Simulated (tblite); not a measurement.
Compound: C4H11BO2Si.
Geometry (GFN2-xTB, Å), atoms numbered from 1 in this order:
```xyz
19
C4H11BO2Si angstrom
C      3.0874   -0.6076    0.1016
C      2.3912    0.5130   -0.0092
Si     0.8796    0.7153   -1.1361
B     -0.7197   -0.1038   -0.3091
O     -1.5779    0.4652    0.5848
C     -1.4491    1.7830    1.0498
O     -0.9503   -1.3879   -0.6613
C     -2.0184   -2.1590   -0.1517
H      2.8362   -1.4842   -0.4743
H      3.9384   -0.7093    0.7596
H      2.6936    1.3612    0.5958
H      1.2371    0.1462   -2.4443
H      0.7952    2.1765   -1.3669
H     -0.4385    1.9769    1.4199
H     -1.6720    2.4983    0.2529
H     -2.1645    1.9167    1.8624
H     -2.9434   -1.9093   -0.6766
H     -2.1588   -1.9728    0.9144
H     -1.7759   -3.2090   -0.3190
```

Calculated harmonic vibrations of the isolated species, GFN2-xTB (tblite), most abundant isotopes, no scaling. Against measured fundamentals such values can be off by several per cent, at times by over 20. Modes of hydrogen on silicon can be 10 to 20 % off. One conformer, not necessarily the lowest. The optimisation stopped once no atom felt more than 0.01 eV/Å.

Lowest wavenumbers of the output (negative numbers stand for imaginary wavenumbers):
```
mode    cm-1
  1     -39.0
  2     -29.1
  3     -26.4
  4      -5.7
  5      78.4
  6     142.6
  7     157.1
  8     173.9
```

Q: Is this structure a minimum?

A: Not by this Hessian. 3 modes are imaginary beyond 20i (39i, 29i and 26i cm⁻¹), and 1 more slightly so (5.7i). The curvature is small, so loose convergence or finite differences may be the whole cause.

Q: Which atoms move in the imaginary modes?

A: 39i: H15 (methyl hydrogen) 34 %, H14 (methyl hydrogen) 32 %, H16 (methyl hydrogen) 28 %; 29i: H17 (methyl hydrogen) 27 %, H18 (methyl hydrogen) 25 %, H19 (methyl hydrogen) 20 %; 26i: C1 (terminal =CH2 carbon) 32 %, H9 (vinylic hydrogen) 15 %; 6i: C1 (terminal =CH2 carbon) 22 %, C6 (methoxy carbon) 19 %, Si3 (SiH2 silicon) 11 %. These are shares of the mass-weighted motion.

Q: What is the remedy?

A: Step along such a mode in both directions, optimise again with tighter thresholds and repeat the frequencies. The zero-point energy of this point (90.0 kcal/mol) counts the 47 real modes alone, and thermal corrections from it aren't those of a minimum.

Time: 1.3 s wall. Hardware: an Intel Xeon Platinum 8259CL at 2.50 GHz with one thread, no GPU, shared host with 96 logical CPUs at a one-minute load of 35. This covers the Hessian and the dipole derivatives.
